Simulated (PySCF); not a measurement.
C4H7 (SMILES C=C([CH2-])C), charge -1, singlet, geometry from GFN2-xTB, with bond 6-5 at 3.0 times its length; HF/def2-SV(P) in PySCF.

PySCF was given this input:
```python
from pyscf import gto, scf

mol = gto.M(
    atom='''
C    -0.19024082    0.13060277    1.42330928
C    -0.00498966    0.11664803    0.05908609
H    -0.28744948    1.05632604    1.97577308
H    -0.20755370   -0.77968074    2.01169741
C     0.08676696    1.20492954   -0.78061181
H     0.35843346    0.86367939   -4.00381607
H    -0.03223483    2.21755638   -0.41733078
C     0.10356375   -1.24871026   -0.60034753
H     0.36600386   -2.02101005    0.12619141
H    -0.84814294   -1.53662037   -1.06173446
H     0.86145311   -1.24857125   -1.38819972
''',
    basis='def2-sv(p)',
    charge=-1,
    verbose=4,
)

mf = scf.RHF(mol)
mf.kernel()
mo_i, mo_e, stable_i, stable_e = mf.stability(internal=True, external=True, return_status=True, nroots=6, tol=1e-6)
print('internally stable:', stable_i, ' externally stable:', stable_e)
if not stable_e:
    umf = mf.to_uhf() if not hasattr(mf, 'xc') else mf.to_uks()
    umf.scf_summary = {}
    umf.kernel(umf.make_rdm1(mo_e, umf.mo_occ))
```

The log (banner, timings and long lists left out):

```
PySCF version 2.14.0

[INPUT] verbose = 4
[INPUT] num. atoms = 11
[INPUT] num. electrons = 32
[INPUT] charge = -1
[INPUT] spin (= nelec alpha-beta = 2S) = 0
[INPUT] symmetry False subgroup None
[INPUT] Mole.unit = angstrom
[INPUT] Symbol           X                Y                Z      unit          X                Y                Z       unit  Magmom
[...]
nuclear repulsion = 109.057799653709
number of shells = 38
number of NR pGTOs = 124
number of NR cGTOs = 70
basis = def2-sv(p)
ecp = {}

******** <class 'pyscf.scf.hf.RHF'> ********
method = RHF
initial guess = minao
damping factor = 0
level_shift factor = 0
DIIS = <class 'pyscf.scf.diis.CDIIS'>
diis_start_cycle = 1
diis_space = 8
diis_damp = 0
SCF conv_tol = 1e-09
SCF conv_tol_grad = None
SCF max_cycles = 50
direct_scf = True
direct_scf_tol = 1e-13
Set gradient conv threshold to 3.16228e-05
Initial guess from minao.
init E= -155.530092663654
cycle= 1 E= -154.971633581673  delta_E= 0.558  |g|= 0.498  |ddm|= 3.19
cycle= 2 E= -155.026952637409  delta_E= -0.0553  |g|= 0.39  |ddm|= 1.78
cycle= 3 E= -155.083305959239  delta_E= -0.0564  |g|= 0.109  |ddm|= 0.928
cycle= 4 E= -155.090024258387  delta_E= -0.00672  |g|= 0.0288  |ddm|= 0.266
cycle= 5 E= -155.091104335038  delta_E= -0.00108  |g|= 0.0202  |ddm|= 0.0812
cycle= 6 E= -155.091701827215  delta_E= -0.000597  |g|= 0.0118  |ddm|= 0.0834
cycle= 7 E= -155.092063715054  delta_E= -0.000362  |g|= 0.00914  |ddm|= 0.062
cycle= 8 E= -155.09233074136  delta_E= -0.000267  |g|= 0.00769  |ddm|= 0.0487
cycle= 9 E= -155.092847572336  delta_E= -0.000517  |g|= 0.00603  |ddm|= 0.115
cycle= 10 E= -155.093314023524  delta_E= -0.000466  |g|= 0.00419  |ddm|= 0.159
cycle= 11 E= -155.093466564638  delta_E= -0.000153  |g|= 0.00229  |ddm|= 0.0959
cycle= 12 E= -155.093519997987  delta_E= -5.34e-05  |g|= 0.00116  |ddm|= 0.0788
cycle= 13 E= -155.093524229657  delta_E= -4.23e-06  |g|= 0.000355  |ddm|= 0.0239
cycle= 14 E= -155.09352431476  delta_E= -8.51e-08  |g|= 0.000175  |ddm|= 0.00309
cycle= 15 E= -155.093524336642  delta_E= -2.19e-08  |g|= 5.68e-05  |ddm|= 0.000644
cycle= 16 E= -155.093524339074  delta_E= -2.43e-09  |g|= 3.07e-05  |ddm|= 0.000325
cycle= 17 E= -155.093524339844  delta_E= -7.7e-10  |g|= 6.13e-06  |ddm|= 0.000328
Extra cycle  E= -155.093524339865  delta_E= -2.03e-11  |g|= 3.28e-06  |ddm|= 1.39e-05
converged SCF energy = -155.093524339865
rhf_internal: lowest eigs of H = [0.07691569 0.39439025 0.76887275 0.78682555 0.87753153 0.91053249]
<class 'pyscf.scf.hf.RHF'> wavefunction is stable in the internal stability analysis
rhf_real2complex: lowest eigs of H = [-0.02989386  0.04069106  0.17464821  0.18820595  0.20698208  0.21551977]
<class 'pyscf.scf.hf.RHF'> wavefunction has an real -> complex instability
rhf_external: lowest eigs of H = [-0.12619006 -0.06767601  0.0002433   0.15966981  0.17657064  0.19431587]
<class 'pyscf.scf.hf.RHF'> wavefunction has an RHF/RKS -> UHF/UKS instability
internally stable: True  externally stable: False

******** <class 'pyscf.scf.uhf.UHF'> ********
method = UHF
initial guess = minao
damping factor = 0
level_shift factor = 0
DIIS = <class 'pyscf.scf.diis.CDIIS'>
diis_start_cycle = 1
diis_space = 8
diis_damp = 0
SCF conv_tol = 1e-09
SCF conv_tol_grad = None
SCF max_cycles = 50
direct_scf = True
direct_scf_tol = 1e-13
number electrons alpha = 16  beta = 16
Set gradient conv threshold to 3.16228e-05
init E= -155.077787020728
cycle= 1 E= -155.137626664072  delta_E= -0.0598  |g|= 0.129  |ddm|= 0.588
cycle= 2 E= -155.152488419831  delta_E= -0.0149  |g|= 0.0652  |ddm|= 0.243
cycle= 3 E= -155.158229465694  delta_E= -0.00574  |g|= 0.0376  |ddm|= 0.101
cycle= 4 E= -155.16372058801  delta_E= -0.00549  |g|= 0.0231  |ddm|= 0.153
cycle= 5 E= -155.167032662255  delta_E= -0.00331  |g|= 0.0193  |ddm|= 0.142
cycle= 6 E= -155.168973192004  delta_E= -0.00194  |g|= 0.0176  |ddm|= 0.103
cycle= 7 E= -155.169754764662  delta_E= -0.000782  |g|= 0.0182  |ddm|= 0.042
cycle= 8 E= -155.165499333724  delta_E= 0.00426  |g|= 0.0163  |ddm|= 0.272
cycle= 9 E= -155.16279809907  delta_E= 0.0027  |g|= 0.0217  |ddm|= 0.242
cycle= 10 E= -155.164198387876  delta_E= -0.0014  |g|= 0.0188  |ddm|= 0.135
cycle= 11 E= -155.166546838375  delta_E= -0.00235  |g|= 0.0197  |ddm|= 0.19
cycle= 12 E= -155.165261303521  delta_E= 0.00129  |g|= 0.0181  |ddm|= 0.107
cycle= 13 E= -155.165127596182  delta_E= 0.000134  |g|= 0.0193  |ddm|= 0.0171
cycle= 14 E= -155.164852217093  delta_E= 0.000275  |g|= 0.0192  |ddm|= 0.0232
cycle= 15 E= -155.164329767099  delta_E= 0.000522  |g|= 0.0201  |ddm|= 0.044
cycle= 16 E= -155.165091578227  delta_E= -0.000762  |g|= 0.0132  |ddm|= 0.0711
cycle= 17 E= -155.165013740883  delta_E= 7.78e-05  |g|= 0.0126  |ddm|= 0.0104
cycle= 18 E= -155.163991629984  delta_E= 0.00102  |g|= 0.0111  |ddm|= 0.0983
cycle= 19 E= -155.161557875984  delta_E= 0.00243  |g|= 0.0166  |ddm|= 0.258
cycle= 20 E= -155.164164883279  delta_E= -0.00261  |g|= 0.0132  |ddm|= 0.279
cycle= 21 E= -155.163018286688  delta_E= 0.00115  |g|= 0.0171  |ddm|= 0.113
cycle= 22 E= -155.163374306206  delta_E= -0.000356  |g|= 0.0165  |ddm|= 0.0382
cycle= 23 E= -155.163235832137  delta_E= 0.000138  |g|= 0.0167  |ddm|= 0.0152
cycle= 24 E= -155.162486440401  delta_E= 0.000749  |g|= 0.0183  |ddm|= 0.0816
cycle= 25 E= -155.162591590667  delta_E= -0.000105  |g|= 0.0181  |ddm|= 0.0108
cycle= 26 E= -155.164330368338  delta_E= -0.00174  |g|= 0.0135  |ddm|= 0.175
cycle= 27 E= -155.163034539144  delta_E= 0.0013  |g|= 0.0119  |ddm|= 0.154
cycle= 28 E= -155.162529872238  delta_E= 0.000505  |g|= 0.0141  |ddm|= 0.0762
cycle= 29 E= -155.162090682547  delta_E= 0.000439  |g|= 0.0155  |ddm|= 0.0514
cycle= 30 E= -155.162695662451  delta_E= -0.000605  |g|= 0.0133  |ddm|= 0.066
cycle= 31 E= -155.162659765078  delta_E= 3.59e-05  |g|= 0.0132  |ddm|= 0.0078
cycle= 32 E= -155.162550142369  delta_E= 0.00011  |g|= 0.0158  |ddm|= 0.0175
cycle= 33 E= -155.162929481259  delta_E= -0.000379  |g|= 0.0148  |ddm|= 0.0401
cycle= 34 E= -155.164316169112  delta_E= -0.00139  |g|= 0.0126  |ddm|= 0.152
cycle= 35 E= -155.16601081807  delta_E= -0.00169  |g|= 0.0154  |ddm|= 0.156
cycle= 36 E= -155.164019318707  delta_E= 0.00199  |g|= 0.0143  |ddm|= 0.187
cycle= 37 E= -155.16532922567  delta_E= -0.00131  |g|= 0.015  |ddm|= 0.123
cycle= 38 E= -155.162285874774  delta_E= 0.00304  |g|= 0.0189  |ddm|= 0.312
cycle= 39 E= -155.162265881192  delta_E= 2e-05  |g|= 0.0192  |ddm|= 0.0137
cycle= 40 E= -155.16206531395  delta_E= 0.000201  |g|= 0.0197  |ddm|= 0.0219
cycle= 41 E= -155.162252679036  delta_E= -0.000187  |g|= 0.0183  |ddm|= 0.0281
cycle= 42 E= -155.162827012866  delta_E= -0.000574  |g|= 0.017  |ddm|= 0.0634
cycle= 43 E= -155.165799097701  delta_E= -0.00297  |g|= 0.0179  |ddm|= 0.316
cycle= 44 E= -155.16487278396  delta_E= 0.000926  |g|= 0.0183  |ddm|= 0.127
cycle= 45 E= -155.165341651547  delta_E= -0.000469  |g|= 0.0181  |ddm|= 0.0472
cycle= 46 E= -155.164847084656  delta_E= 0.000495  |g|= 0.0185  |ddm|= 0.0426
cycle= 47 E= -155.164346772924  delta_E= 0.0005  |g|= 0.0136  |ddm|= 0.0683
cycle= 48 E= -155.164695940788  delta_E= -0.000349  |g|= 0.0133  |ddm|= 0.0358
cycle= 49 E= -155.164775813  delta_E= -7.99e-05  |g|= 0.0111  |ddm|= 0.0407
cycle= 50 E= -155.164200774205  delta_E= 0.000575  |g|= 0.0105  |ddm|= 0.0572
SCF not converged.
SCF energy = -155.164200774205 after 50 cycles  <S^2> = 1.1740358  2S+1 = 2.3866594
```

The run did not converge; its last values are not results.
